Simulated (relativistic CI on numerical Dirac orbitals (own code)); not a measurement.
Calculated at this level of theory: Dirac-Coulomb-Breit CI, orbitals from a KLI potential per configuration, model QED (radiative potential, 1s self-energy scaled to tabulated hydrogen-like ionisation energies), unscaled Slater integrals (own radial code, finite nucleus).

The strongest absorption lines from the ground level of an ion, among the configurations computed and to levels below about 412 eV (vacuum wavelength in nm, gf): 3.6173 (0.00037), 6.3184 (0.0027), 6.8438 (0.00054), 8.0132 (0.43), 8.3978 (0.25), 9.1858 (0.051), 11.515 (0.12).

Task: Which ion is it?
A. Tc XXX
B. Pd XXXIII
C. In XXXVI
D. Tc XXVIII

Result: A. Tc XXX has 14 electrons and the ground level 3s²3p² ³P0; the strongest line goes to 3s²3p3d ³D°1. The pattern of lines fixes the number of electrons, and along that sequence the line energies rise steadily with the charge (about as its square where n changes within one kind of shell, about linearly where n is kept but much faster in heavy ions where fine structure, which grows about as Z⁴, sets the gap, and irregularly where shells cross), which fixes Z. Configurations outside the model, such as inner-shell arrays, can give stronger lines. At this charge energies of transitions that change n are usually good to better than 1 %, and those within a shell (Δn = 0) to a few per cent.

LS names give the leading component of a level, which can be under half, so a name can repeat, a term be missing and a line seem to break the LS rules.
